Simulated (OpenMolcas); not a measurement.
## Ni3+: moving or changing the point charges

Ni3+ among 6 point charges of -2 e arranged as an octahedron (Oh), 2.09 Å from the ion.
```
   2.0900    0.0000    0.0000  -2.00
   0.0000    2.0900    0.0000  -2.00
  -2.0900    0.0000    0.0000  -2.00
   0.0000   -2.0900    0.0000  -2.00
   0.0000    0.0000    2.0900  -2.00
   0.0000    0.0000   -2.0900  -2.00
```

| Item | Value |
| --- | --- |
| Program | OpenMolcas 26.06 |
| Method | CASSCF |
| Basis | ANO-RCC-VTZP [6s5p3d2f1g] |
| Scalar Hamiltonian | DKH2, point nucleus |
| Active space | 7 electrons in 5 orbitals (3d) |
| State averaging | 2S+1 = 4 even, 10 roots; 2S+1 = 2 even, 40 roots |
| Spin-orbit coupling | RASSI with atomic mean-field integrals over the reference wave functions |

Runs around this geometry, states (labels of O, the rotations of Oh). Energies in cm-1 above the lowest state or level, χT in cm3 K/mol; under a threefold ground state the first gap can be a small split of the lowest multiplet, not the spin-orbit step; 10Dq and B are least-squares fits to the states below 45000 cm-1, weighted by degeneracy, with a free offset, and given where the rms deviation is under 5 % of |10Dq| (or 100 cm-1) and under 700 cm-1.

| R (Å) | q (e) | Ground state | First state of that spin | 10Dq | B (rms of fit) | First gap with spin-orbit (degeneracies) | χT at 300 K | First state of another spin |
| --- | --- | --- | --- | --- | --- | --- | --- | --- |
| 2.09 | -1 | 4T1 | 4T2 778.5 | 905 | 1432 (31) | 213.5 (2, 4) | 5.024 | 2E 22180 |
| 1.9 | -2 | 4T1 | 4T2 2512 | 2836 | 1432 (103) | 405.0 (2, 4) | 4.177 | 2E 21974 |
| 2.09 | -2 | 4T1 | 4T2 1560 | 1792 | 1432 (61) | 333.2 (2, 4) | 4.533 | 2E 22254 |
| 2.18 | -2 | 4T1 | 4T2 1264 | 1455 | 1432 (51) | 296.8 (2, 4) | 4.693 | 2E 22265 |

Taking |10Dq| as R^-n, n = -ln(1455 / 2836) / ln(2.18 / 1.9) = 4.9 between the shortest and longest distance. The point-charge formula for a cubic d site gives n = 5.

Scaling the charges by -1 / -2 = 0.50 scales |10Dq| by 905 / 1792 = 0.51; with fixed orbitals a first-order splitting would follow the charge.

An orbital triplet at a regular site is open to Jahn-Teller coupling, which can distort the site and quench the lowest spin-orbit gaps and is left out. Without dynamic correlation the repulsion within the d shell is too large (B by tens of per cent), so at a given field states of lower spin stand too high. Point charges give a weaker field than real ligands, and real ions of this kind are often low spin; the high spin found here belongs to the model. This field is weak: 10Dq is about 905 cm-1, while octahedral complexes of 3d ions of charge 3 and more, computed by the same method with explicit ligands, had a median near 15000 cm-1. Ground spin and moment need not be those of a real site (figures for R = 2.09, q = -1; the like holds for R = 1.9, q = -2, R = 2.09, q = -2, R = 2.18, q = -2). The ground term spreads over less than 5000 cm-1, several times less than with real ligands, so orbital moments are less quenched and χT lies further from the spin-only value than at real sites (holds for R = 2.09, q = -1; R = 2.09, q = -2; R = 2.18, q = -2). Point charges carry no covalency, so the field is a model and not that of real ligands. No measured value stands beside these numbers.
